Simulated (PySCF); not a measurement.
## Ionisation energy of Cd³¹⁺ by level of theory

Cd³¹⁺ [Ne] 3s2 3p5 (2P) → Cd³²⁺ [Ne] 3s2 3p4 (3P), as a difference of total energies. Calculation: PySCF 2.14, in an even-tempered Gaussian basis (16 s from 4.4 bohr⁻², ratio 2.5; 11 p from 5.7 bohr⁻², ratio 2.5; 5 d from 27 bohr⁻², ratio 2.7; 4 f from 41 bohr⁻², ratio 2.7); the non-relativistic Hamiltonian (point nucleus). Correlated levels: outer shells: 1s2 frozen; virtual orbitals above 40 to 60 times the deepest correlated orbital energy dropped. The calculations carry no spin-orbit coupling.

```
                method  ionisation energy (eV)
                   UHF                  1912.5
                   LDA                  1914.8
                   PBE                  1915.0
                  PBE0                  1914.9
                r2SCAN                  1915.0
                   M06                  1915.0
                  PW91                  1915.5
    MP2 (outer shells)                  1913.5
SCS-MP2 (outer shells)                  1913.4
```

Spin-orbit coupling is strong in these open shells (close to jj coupling). The scalar numbers leave it out and a first-order estimate fails, so it can dominate the gap to the real levels.

All relativistic terms are absent from these numbers, so their closeness to the reference says little about the methods.

For comparison: 1917.9 ± 2 eV (semi-empirical (NIST evaluation); NIST Atomic Spectra Database, ionization energies).
